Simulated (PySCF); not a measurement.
## Exercise with solution: oscillator strength and radiative lifetime

BF₂H₃OSi, SMILES FB(F)O[SiH3].

Coordinates come from a r2SCAN-D4/def2-SVP optimisation. Other conformers were not sampled.

TDA-M06-2X/def2-SVPD run with PySCF 2.14.0 puts the first singlet state with f over 0.02 at 9.14 eV (vertical), with the transition dipole (0.000, 0.000, 0.690) in atomic units.

### Question
Find the oscillator strength, the wavelength and the radiative lifetime that this transition would have in vacuum if emission retraced absorption.

### Answer

|μ|² = 0.4761 au, so |μ| = 1.75 D. ΔE = 9.14/27.211 = 0.3359 hartree. f = (2/3) ΔE |μ|² = 0.107 (the program prints 0.107).
λ = 1239.84/9.14 = 136 nm; ν = 73719 cm⁻¹.
Einstein's coefficient A = 0.6670 ν² f s⁻¹ (ν in cm⁻¹) = 3.9e8 s⁻¹, so τ = 1/A = 2.6 ns. This state is S3; the lower singlets have f = 0.004, 0.011. The figure is the radiative limit of this one transition; relaxation, internal conversion, crossing to triplets and a medium change what is measured.
